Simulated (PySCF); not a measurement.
**Correlation energy of S⁺ (sulfur, charge +1)**

[Ne] 3s2 3p3, high-spin 4S determinant. All numbers are calculated (PySCF 2.14, no relativity, point nucleus, in cc-pV(D+d)Z (4s3p2d, 23 functions)). Frozen: [Ne]; 5 electrons correlated.

MP2 pair energies summed by pair of shells (mhartree):

```tsv
pair	energy	share (%)
3s-3p	-45.24	64.7
3p-3p	-16.86	24.1
3s-3s	-7.82	11.2
```

Total MP2 correlation energy: -69.92 mhartree.

Same-spin part -18.91 and opposite-spin part -51.01 mhartree; SCS-MP2 scales them by 1/3 and 6/5 to -67.51 mhartree.

| level | correlation energy (mhartree) |
| --- | --- |
| CCSD | -89.95 |
| (T) | -1.08 |
| CCSD(T) | -91.03 |

Diagnostics: T1 = 0.0024, D1 = 0.0060, largest double amplitude 0.066.

Cost of the coupled-cluster step: 0.18 s of wall time on 1 thread of Neoverse-N1 (shared host), for 5 correlated electrons.
